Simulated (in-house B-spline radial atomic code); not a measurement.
Successive ionisation energies of niobium; each step leads to the configuration of the next row (after the last: [Ar] 3d5). NIST's values go from ground level to ground level; the uncertainty of those that are theory runs from under 0.1 % in few-electron ions to several per cent in heavy many-electron ones. Computed with a radial B-spline atomic code at the basis-set limit: non-relativistic Hartree-Fock, average of the configuration, point nuclei.

This level leaves out relativity, spin-orbit splitting included, which matters for heavy ions.

```
  ion      configuration  ionisation energy (eV)  tabulated value (eV)  computed minus tabulated (eV)  highest orbital  largest mean radius (bohr)
   Nb       [Kr] 4d4 5s1                     5.2               6.75885                           -1.6               5s                      4.2068
  Nb+           [Kr] 4d4                    12.7                 14.32                           -1.6               4d                      2.0079
 Nb2+           [Kr] 4d3                    23.8                 25.04                           -1.3               4d                      1.8254
 Nb3+           [Kr] 4d2                       ?                     ?                              ?                ?                           ?
 Nb4+           [Kr] 4d1                    49.9               50.5728                           -0.6               4d                      1.6013
 Nb5+  [Ar] 3d10 4s2 4p6                   101.2               102.069                           -0.8               4p                      1.2428
 Nb6+  [Ar] 3d10 4s2 4p5                   119.1                 119.1                            0.0               4p                      1.2136
 Nb7+  [Ar] 3d10 4s2 4p4                   137.6                   136                            1.6               4p                      1.1872
 Nb8+  [Ar] 3d10 4s2 4p3                   156.7                 159.2                           -2.5               4p                      1.1625
 Nb9+  [Ar] 3d10 4s2 4p2                   176.4                   180                           -3.6               4p                      1.1394
Nb10+  [Ar] 3d10 4s2 4p1                   196.6                200.28                           -3.6               4p                      1.1176
Nb11+      [Ar] 3d10 4s2                       ?                     ?                              ?                ?                           ?
Nb12+      [Ar] 3d10 4s1                   262.5                268.59                           -6.1               4s                      1.0351
Nb13+          [Ar] 3d10                   485.4                 482.5                            2.9               3d                     0.44848
Nb14+           [Ar] 3d9                   536.1                   530                            6.1               3d                     0.44424
Nb15+           [Ar] 3d8                       ?                     ?                              ?                ?                           ?
Nb16+           [Ar] 3d7                   642.3                   636                            6.3               3d                     0.43575
Nb17+           [Ar] 3d6                   697.9                   688                            9.9               3d                     0.43152
```

Problem. Fill in the row of Nb3+.

Solution. ionisation energy (eV): 36.3; tabulated value (eV): 37.611; computed minus tabulated (eV): -1.3; highest orbital: 4d; largest mean radius (bohr): 1.6983.

Problem. Fill in the row of Nb11+.

Solution. ionisation energy (eV): 239.4; tabulated value (eV): 246.1; computed minus tabulated (eV): -6.7; highest orbital: 4s; largest mean radius (bohr): 1.0524.

Problem. Fill in the row of Nb15+.

Solution. ionisation energy (eV): 588.4; tabulated value (eV): 581; computed minus tabulated (eV): 7.4; highest orbital: 3d; largest mean radius (bohr): 0.44.

Problem. Where is the largest jump?

Solution. From Nb to Nb+, by a factor of 2.45 (5.1763 to 12.693 eV); the highest orbital goes from 5s to 4d.

Problem. How far is this level of theory from the measured and semi-empirical values?

Solution. Over those 12 rows the differences run from -6.75 to +2.94 eV (mean absolute value 2.4 eV). The calculation leaves out relativity, correlation and, in open shells, the multiplet splittings that an average leaves out.
